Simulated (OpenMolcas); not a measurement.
Mo: effect of the active space

| Item | Value |
| --- | --- |
| Program | OpenMolcas |
| Method | SS-CASPT2 or its RAS form, IPEA 0.25 Eh, imaginary shift 0.1 Eh |
| Basis | ANO-RCC-VTZP |
| Scalar Hamiltonian | DKH2, point nucleus |
| Spin-orbit coupling | state interaction with AMFI integrals over the reference wave functions, term energies averaged over their components |

A. 6 electrons in 6 orbitals (4d 5s); 2S+1 = 7 even, 1 root; 2S+1 = 5 even, 23 roots; 2S+1 = 3 even, 30 roots; 2S+1 = 1 even, 1 root (0 in the spin-orbit step); closed shells correlated: 4s 4p; CASPT2 step about 20 core-seconds
B. 6 electrons in 9 orbitals (RAS2 4d 5s; RAS3 5p, at most 2 electrons); 2S+1 = 7 even, 1 root; 2S+1 = 5 even, 30 roots kept (CI in the orbitals of an earlier block); 2S+1 = 3 even, 72 roots kept (CI in the orbitals of an earlier block); 2S+1 = 1 even, 23 roots kept (CI in the orbitals of an earlier block); 2S+1 = 7 odd, 18 roots; 2S+1 = 5 odd, 13 roots kept (CI in the orbitals of an earlier block); 2S+1 = 3 odd, 3 roots kept (CI in the orbitals of an earlier block, 0 in the spin-orbit step); closed shells correlated: 4s 4p; CASPT2 step roughly 3 core-minutes
C. 6 electrons in 11 orbitals (4d 5s 5d); 2S+1 = 7 even, 1 root; 2S+1 = 5 even, 15 roots kept (CI in the orbitals of an earlier block); closed shells correlated: 4s 4p; CASPT2 step roughly 5 core-minutes

Energies in cm⁻¹ above 4d⁵ 5s ⁷S₃, the measured ground level; measured values from NIST Handbook of Basic Atomic Spectroscopic Data.

```tsv
Level	A	B	C	Measured
4d⁵ 5s ⁷S₃	0.0	0.0	0.0	0.0
4d⁵ 5s ⁵S₂	11040	11270	10460	10768
4d⁴ 5s² ⁵D₀	11790	11470	12470	10966
4d⁴ 5s² ⁵D₁	11890	11610	12580	
4d⁴ 5s² ⁵D₂	12080	11870	12800	
4d⁴ 5s² ⁵D₃	12360	12230	13120	
4d⁴ 5s² ⁵D₄	12740	12660	13550	
4d⁵ 5s ⁵G₄	18880	18830	18560	
4d⁵ 5s ⁵G₅	18880	18870	18570	
4d⁵ 5s ⁵G₃	18880	18780	18550	
4d⁵ 5s ⁵G₆	18880	18890	18590	
4d⁵ 5s ⁵G₂	18880	18740	18540	16641
```

Deviations, from unrounded energies. A percentage is the sum of absolute deviations over the sum of measured energies, with the sign that they share, or ± where signs differ.

```json
{"Against measurement": "mean absolute deviation (cm-1)", "Levels": "3", "A": "1100", "B": "1000", "C": "1200"}
{"Against measurement": "other terms of the ground configuration (%)", "Levels": "2", "A": "+9.2", "B": "+9.5", "C": "±8.1"}
{"Against measurement": "other configurations (%)", "Levels": "1", "A": "+7.6", "B": "+4.6", "C": "+13.7"}
```

B lies closest to measurement on these levels and C furthest from it. The largest miss of B in the table is 4d⁵ 5s ⁵G₂, by +2100 cm-1. The ranking rests on the paired levels alone, and a cruder setting can come out closer through cancelling errors.

The spin-orbit steps hold different terms of 4d⁵ 5s (A lacks among others ¹I, ¹S, a ³D, ³F, a ³G; C lacks among others ¹I, ¹S, ³D, ³F, ³G), which shifts levels as well.

Among A to C the level of the table that moves most is 4d⁴ 5s² ⁵D₀, by 1000 cm-1 (lowest in B, highest in C). Moves below CASPT2's spread within the term are not significant.

CASPT2 breaks the degeneracy within a term, and the mean is taken; among the terms shown or strongly mixed into the levels shown the widest spread is 140 cm-1 (4d⁵ 5s ⁵G, B). Some high roots are left out of the spin-orbit mixing, which shifts the levels that they would mix with (holds for A; B). Configurations are named by rounded mean occupations; where the s occupation lies near a half they are strongly mixed, a name can repeat and a true partner stay unpaired (holds for A; B). A single d shell beside an s shell can misplace configurations of different d count against each other (holds for A; B). Terms from blocks run as CI alone lack orbitals of their own (holds for B; C). Active for correlation alone: 5d; no level in the range computed is led by a configuration that fills it, so any true level of that kind is missing (holds for C). Measured partners are found by configuration, term and J. A level has none where our copy of the source lacks it or the pairing is in doubt (some pairs that miss far off the trend of their configuration count as doubtful), and it then counts in no deviation. Levels of configurations outside the active space are missing. The table leaves out levels that lie high or whose names do not pair safely across all columns.
